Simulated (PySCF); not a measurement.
C5H11B.
Structure used (PBE0-D3(BJ)/def2-SVP), in Å, numbered top down from 1:
```
atom  x, y, z in Å
B1     2.559   -0.075   -0.396
C2     1.212   -0.322    0.340
C3    -0.068    0.271   -0.260
C4    -0.049    1.797   -0.167
C5    -1.291   -0.285    0.409
C6    -2.258   -0.979   -0.192
H7     2.595    0.336   -1.537
H8     3.605   -0.361    0.144
H9     1.158   -1.435    0.333
H10    1.296   -0.085    1.417
H11   -0.108   -0.009   -1.328
H12   -0.945    2.238   -0.628
H13    0.837    2.210   -0.676
H14   -0.015    2.126    0.885
H15   -1.369   -0.087    1.488
H16   -3.123   -1.355    0.361
H17   -2.220   -1.196   -1.265
```

Method: core-valence-separated Tamm–Dancoff BHandHLYP/aug-pcX-1 (pcseg-1 on H) in PySCF, non-relativistic, gas phase, PBE0-D3(BJ)/def2-SVP geometry. No shift to experiment was applied.

**Question.** Give energies, oscillator strengths and core holes at the B K edge.

**Answer.** 
```
E (eV)       f  core hole on  main final orbital
185.39  0.0905            B1         LUMO (80 %)
190.97  0.0078            B1       LUMO+1 (40 %)
191.28  0.0162            B1       LUMO+3 (36 %)
191.59  0.0044            B1              spread
191.77  0.0043            B1       LUMO+4 (45 %)
192.06  0.0062            B1       LUMO+5 (60 %)
192.45  0.0002            B1       LUMO+6 (32 %)
```

The first line with a tenth or more of the strongest one's intensity is at 185.39 eV (f = 0.091), with the hole on B1 (three-coordinate boron). It is also the strongest listed.

**Question.** Give energies, oscillator strengths and core holes at the C K edge.

**Answer.** 
```tsv
E (eV)	f	core hole on	main final orbital	polarisation
282.63	0.0616	C5	LUMO+5 (64 %)	normal to the local trigonal plane
282.68	0.0611	C6	LUMO+5 (53 %)	normal to the local trigonal plane
283.31	0.0024	C2	LUMO (92 %)	–
284.90	0.0080	C4	LUMO (83 %)	–
285.16	0.0178	C2	LUMO+1 (51 %)	–
285.25	0.0041	C3	LUMO (93 %)	–
285.53	0.0087	C6	LUMO+1 (40 %)	in the local trigonal plane
285.56	0.0093	C4	LUMO+1 (40 %)	–
285.59	0.0288	C2	spread	–
285.82	0.0115	C5	LUMO+1 (33 %)	in the local trigonal plane
285.89	0.0057	C5	LUMO (77 %)	in the local trigonal plane
285.92	0.0103	C6	LUMO (59 %)	in the local trigonal plane
286.00	0.0012	C3	LUMO+5 (57 %)	–
286.01	0.0228	C4	LUMO+2 (39 %)	–
286.01	0.0173	C6	LUMO (40 %)	in the local trigonal plane
286.05	0.0056	C2	LUMO+5 (60 %)	–
286.16	0.0211	C3	spread	–
286.18	0.0114	C4	LUMO+5 (40 %)	–
286.56	0.0015	C2	spread	–
286.58	0.0164	C4	LUMO+5 (34 %)	–
286.70	0.0011	C2	LUMO+3 (38 %)	–
286.71	0.0008	C5	LUMO+2 (57 %)	–
```

The first line with a tenth or more of the strongest one's intensity is at 282.63 eV (f = 0.062), with the hole on C5 (alkene CH carbon), polarised normal to the local trigonal plane: a 1s→π* resonance. It is also the strongest listed.

Roots within 0.03 eV whose holes lie on the same, on equivalent or on shared atoms are summed into one line, and the highest roots are left out, as the search may have cut off their partners. Final orbitals are the ground state's empty Kohn–Sham orbitals. A dash: too weak, shared between unlike atoms, or no plane or axis to refer to.

**Question.** What length of transition dipole belongs to the line at 185.39 eV?

**Answer.** From f = (2/3) ΔE |μ|² in atomic units, with ΔE = 6.813 Eh and f = 0.0905: |μ| = 0.141 au = 0.36 D.

Only the lowest roots of each edge were sought.

One conformer stands for the species.
